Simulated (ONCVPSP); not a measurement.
**Potentials for boron (B) compared**

Generated with ld1.x 7.5 (TM, RRKJ, ultrasoft, PAW), atompaw 4.2 or ONCVPSP 4.0.1. The cutoff is in Ry: for ld1.x and atompaw files where the sum of valence levels is converged to 10 mRy in a Bessel basis, for ONCV files where the hardest occupied wave has 1 mHa per electron of residual kinetic energy. The error is the largest all-electron minus pseudo excitation energy over each file’s own four to seven test configurations (ionisations up to +4, promotions, holes and added fractions of an electron), all of which were solved. The labels leave out finer settings (local radius, basis sizes, second energies), which also bear on the numbers. Spin-polarised tests are not counted. The rows are a selection from randomly drawn settings: files with unsolved tests, undetermined cutoffs or missed reference levels are left out.

| potential | cutoff (Ry) | largest error (meV) | bound ghosts |
| --- | --- | --- | --- |
| ONCV, PBE, scalar-relativistic, rc 1.20/2.75 (sp), local smoothed, core correction yes, reference 2s2 2p1, qcut 6.7/6, projectors 2/3 | 26 | +147 | none |
| ONCV, PBE, scalar-relativistic, rc 1.35/2.85/2.25 (spd), local smoothed, core correction no, reference 2s2 2p1, qcut 3.8/4.6/3.9, projectors 2/2/2 | 48 | +246 | none |
| ONCV, PBE, scalar-relativistic, rc 1.25/3.10/3.05 (spd), local smoothed, core correction no, reference 2s2 2p1, qcut 5.1/5.3/3.6, projectors 2/2/2 | 23 | +212 | none |
| ONCV, PBE, scalar-relativistic, rc 1.25/2.90 (sp), local smoothed, core correction yes, reference 2s1.75 2p1.25, qcut 4.6/6.1, projectors 1/2 | 23 | +251 | none |

(1) Fill in the row for B: ONCV, LDA (Perdew-Zunger), scalar-relativistic, rc 1.45/2.55 (sp), local smoothed, core correction yes, reference 2s2 2p1, qcut 5.2/4.4, projectors 1/1.

(2) Fill in the row for B: ONCV, LDA (Perdew-Zunger), scalar-relativistic, rc 1.60/2.85/2.80 (spd), local s, core correction yes, reference 2s2 2p1, qcut 3.9/4.2/4.6, projectors 0/2/2.

(3) Fill in the row for B: ONCV, PBE, scalar-relativistic, rc 1.20/2.35/2.00 (spd), local smoothed, core correction yes, reference 2s2 2p1, qcut 4.4/5.7/5.7, projectors 2/2/2.

## Answers

(1) cutoff 21 Ry, largest error +254 meV, bound ghosts: none.

(2) cutoff 36 Ry, largest error +291 meV, bound ghosts: none.

(3) cutoff 25 Ry, largest error +95 meV, bound ghosts: none.
